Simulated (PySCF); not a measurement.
Ionisation energy of Br by level of theory

Br [Ar] 3d10 4s2 4p5 (2P) → Br⁺ [Ar] 3d10 4s2 4p4 (3P), as a difference of total energies. Computed with PySCF 2.14 in dyall-av2z, with the non-relativistic Hamiltonian (point nucleus). Correlated levels: valence: [Ar] 3d10 frozen; virtual orbitals above 40 to 60 times the deepest correlated orbital energy dropped. The calculations carry no spin-orbit coupling.

**Question.** Order these methods by the ionisation energy they give, lowest first.
A. r2SCAN
B. MP2 (valence)
C. B97-3
D. PBEsol

**Answer.** B (11.489 eV), D (11.894 eV), C (11.923 eV), A (11.969 eV).

A first-order spin-orbit estimate (lowest level to lowest level, LS coupling) adds -0.018 eV.

These non-relativistic numbers lack the scalar-relativistic shift.

Errors of the correlated levels include the incompleteness of this basis and the frozen core.

For comparison: 11.814 eV (measured; NIST Atomic Spectra Database, ionization energies).
